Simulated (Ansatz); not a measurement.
Job for Ansatz (an electronic-structure program): R-B3LYP/def2-TZVPPD on H5P (a complex), monomers drawn apart or pushed together. Files ending in .json are basis or fitting sets from the Basis Set Exchange.

Ansatz 0.2 input:
```yaml
crystal:
  periodic: [false, false, false]
  atoms:
    - {symbol: P, position_ang: [-0.17174498, 0.15678966, -0.14074234]}
    - {symbol: H, position_ang: [-1.49194435, -0.11720154, 0.29923090]}
    - {symbol: H, position_ang: [-0.48995360, -0.05068976, -1.50775205]}
    - {symbol: H, position_ang: [0.26103284, -1.17997218, 0.05251970]}
    - {symbol: H, position_ang: [0.23164993, -0.31446299, 4.77405133]}
    - {symbol: H, position_ang: [0.45690671, 0.17552626, 4.26093186]}
basis:
  gaussian:
    orbitals: def2-TZVPPD.json
hamiltonian:
  xc: {name: B3LYP}
scf: {lower_state_search: off}
```

The log:

```
WARN ansatz: RAYON_NUM_THREADS=2 ignored (pool sized by the plan → 2); use --threads N
Functional definition: B3LYP
these checks for a lower state are left out or cut short: stability, starts, cluster_reference, orbital_swaps, neighbouring_geometries, increment
integrals: 0.03 GiB planned
630 factors; their error is unknown
mean field: 0.33 GiB planned
mean field evaluation 1: about -9369.7369 eV, gradient 1.5e1 eV
mean field evaluation 2: about -9370.1743 eV, gradient 1.1e1 eV
mean field evaluation 4: about -9370.4474 eV, gradient 3.8e-1 eV
mean field evaluation 8: about -9370.4523 eV, gradient 4.4e-3 eV
mean field -9370.45228349 eV, -344.3577698975 hartree, gradient 3.0e-6 eV, S^2 0.000000; 0 other end points of the search recorded, 0 dependent functions left out
reference -9370.45254858 eV, -344.3577796396 hartree; 10, 10 occupied and 123, 123 virtual orbitals, 630 factors
Total energy: -9370.45254858 eV, -344.3577796396 hartree
Checks for a lower state left out: stability, starts, cluster_reference, orbital_swaps, neighbouring_geometries, increment
```

Self-consistency was reached.

Cost: roughly 1.2 core-seconds.
